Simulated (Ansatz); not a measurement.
Consider the formal exchange of groups at a B–B bond: `BB(C)CC` + `F[SiH2]O[SiH3]` → `B[SiH2]O[SiH2]F` + `CBCC`.

Calculated with Ansatz (gas phase, PBE0-D4/def2-TZVP geometries, no zero-point term in ΔE). CCSD(T)/CBS is the MP2 limit (def2-TZVPP, def2-QZVPP) plus CCSD(T) − MP2 in def2-TZVPP, frozen cores. Functionals use def2-TZVPP. One conformer a species, not always the lowest.

```json
{"level": "ωB97X-V", "ΔE (kJ/mol)": "11.7", "difference from CCSD(T)/CBS": "-0.4"}
{"level": "ωB97M-V", "ΔE (kJ/mol)": "12.8", "difference from CCSD(T)/CBS": "0.7"}
{"level": "B2PLYP", "ΔE (kJ/mol)": "13.8", "difference from CCSD(T)/CBS": "1.7"}
{"level": "PBE", "ΔE (kJ/mol)": "13.0", "difference from CCSD(T)/CBS": "0.9"}
{"level": "r2SCAN", "ΔE (kJ/mol)": "14.5", "difference from CCSD(T)/CBS": "2.4"}
{"level": "PBE0", "ΔE (kJ/mol)": "12.0", "difference from CCSD(T)/CBS": "-0.1"}
{"level": "HF/def2-TZVPP", "ΔE (kJ/mol)": "11.0", "difference from CCSD(T)/CBS": "-1.1"}
{"level": "CCSD(T)/def2-TZVPP", "ΔE (kJ/mol)": "12.2", "difference from CCSD(T)/CBS": "0.1"}
{"level": "HF/CBS(def2)", "ΔE (kJ/mol)": "11.6", "difference from CCSD(T)/CBS": "-0.5"}
{"level": "CCSD/CBS(def2)", "ΔE (kJ/mol)": "11.7", "difference from CCSD(T)/CBS": "-0.4"}
{"level": "CCSD(T)/CBS", "ΔE (kJ/mol)": "12.1", "difference from CCSD(T)/CBS": "0"}
```

Largest T1 diagnostic among the species: 0.012.
